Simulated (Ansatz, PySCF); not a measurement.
Process, species as SMILES: N[Si](N)(N)O + H+ -> N[Si](N)([NH3+])O
Each molecule is optimised on its own at B3LYP-D3(BJ)/def2-TZVP (Ansatz, a quantum-chemistry and plane-wave program), one conformer each, not searched for the lowest.

Quantity: proton affinity (0 K, with B3LYP-D3(BJ) harmonic zero-point energies from PySCF), positive where the reaction releases energy, in kJ/mol. Correlated levels leave the core frozen unless marked. Spin-orbit coupling is left out. Non-relativistic. Basis-set limits of correlation are two-point, X^-3; Hartree-Fock from the larger set.

```json
[
 {"level": "r2SCAN/def2-TZVPD", "program": "Ansatz", "proton affinity (kJ/mol)": "930.8", "minus last row": "3.8"},
 {"level": "PBE0-D4/def2-TZVP", "program": "Ansatz + dftd4", "proton affinity (kJ/mol)": "938.1", "minus last row": "11.1"},
 {"level": "r2SCANh/def2-TZVPD", "program": "Ansatz", "proton affinity (kJ/mol)": "931.4", "minus last row": "4.4"},
 {"level": "r2SCAN0/def2-TZVPD", "program": "Ansatz", "proton affinity (kJ/mol)": "932.3", "minus last row": "5.3"},
 {"level": "LC-wPBE-D4/def2-TZVPD", "program": "Ansatz + dftd4", "proton affinity (kJ/mol)": "934.0", "minus last row": "7.0"},
 {"level": "SCS-MP2/6-31G*", "program": "Ansatz", "proton affinity (kJ/mol)": "957.7", "minus last row": "30.7"},
 {"level": "CCSD/STO-3G", "program": "Ansatz", "proton affinity (kJ/mol)": "1246.7", "minus last row": "319.7"},
 {"level": "CCSD/CBS(cc-pV(T+d)Z,cc-pV(Q+d)Z)", "program": "Ansatz", "proton affinity (kJ/mol)": "932.5", "minus last row": "5.5"},
 {"level": "CCSD(T) with core electrons (1s frozen past Ne)/cc-pwCVTZ", "program": "Ansatz", "proton affinity (kJ/mol)": "942.5", "minus last row": "15.5"},
 {"level": "CCSD(T)/CBS(cc-pV(T+d)Z,cc-pV(Q+d)Z)", "program": "Ansatz", "proton affinity (kJ/mol)": "927.0", "minus last row": "0.0"}
]
```
